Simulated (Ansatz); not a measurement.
Species: sum formula AlNH2Br2, charge 0, multiplicity 1. 
Structure (B3LYP-D3(BJ)/def2-TZVP (Ansatz, a program for electronic structure) minimum search):
SMILES: [Al]([Br])([NH2])[Br]
```xyz
6

N     -2.3982    -0.2996     0.0311
Al    -0.6608    -0.0826     0.0086
Br     0.2039     1.9876    -0.1597
Br     0.6905    -1.8759     0.1481
H     -3.0661     0.4526    -0.0272
H     -2.8589    -1.1928     0.1039
```

Property: atomisation energy (electronic, to ground-state atoms), in eV. Correlated levels leave the core frozen unless marked. UHF or UKS for open shells. No spin-orbit coupling. Frozen are the shells of the preceding noble gas and the d and f shells that filled before the atom's block. No relativistic terms. The coupled-cluster limit lacks core correlation, which all-electron functionals hold. CBS marks a two-point X^-3 extrapolation of the correlation energy; Hartree-Fock from the larger set. The bracket is a focal-point correction in the basis named.

| level | program | atomisation energy (eV) |
|---|---|---|
| HF/6-31G | Ansatz | 11.86 |
| BLYP/def2-TZVPD | Ansatz | 19.31 |
| revPBE/def2-TZVPD | Ansatz | 19.16 |
| PBE0-D4/def2-TZVP | Ansatz + dftd4 | 19.77 |
| PBE0/def2-TZVP | Ansatz | 19.63 |
| r2SCAN0-D4/def2-TZVPD | Ansatz + dftd4 | 19.65 |
| HSE06-D3(BJ)/def2-TZVPD | Ansatz + dftd3 | 19.81 |
| PBE-QIDH/def2-TZVPD | Ansatz | 19.68 |
| MP2/6-31G | Ansatz | 15.19 |
| RI-MP2/CBS(def2-TZVPP,def2-QZVPP) | Ansatz | 20.52 |
| SCS-MP2/def2-SVPD | Ansatz | 18.97 |
| SCS-MP2/def2-TZVPPD | Ansatz | 19.63 |
| SCS-MP2/def2-QZVPP | Ansatz | 20.06 |
| CCSD/6-31G | Ansatz | 15.00 |
| CCSD/6-31G* | Ansatz | 17.24 |
| CCSD/def2-TZVPP | Ansatz | 18.87 |
| CCSD(T)/6-31G | Ansatz | 15.11 |
| CCSD(T)/def2-QZVPPD | Ansatz | 19.70 |
| RI-MP2/CBS(def2-TZVPPD,def2-QZVPPD)+[CCSD(T)-MP2]/def2-QZVPPD | Ansatz | 19.96 |
| CCSD(T)/CBS(def2-TZVPP,def2-QZVPP) | Ansatz | 20.02 |
| CCSD(T)/CBS(def2-TZVPPD,def2-QZVPPD) | Ansatz | 19.99 |
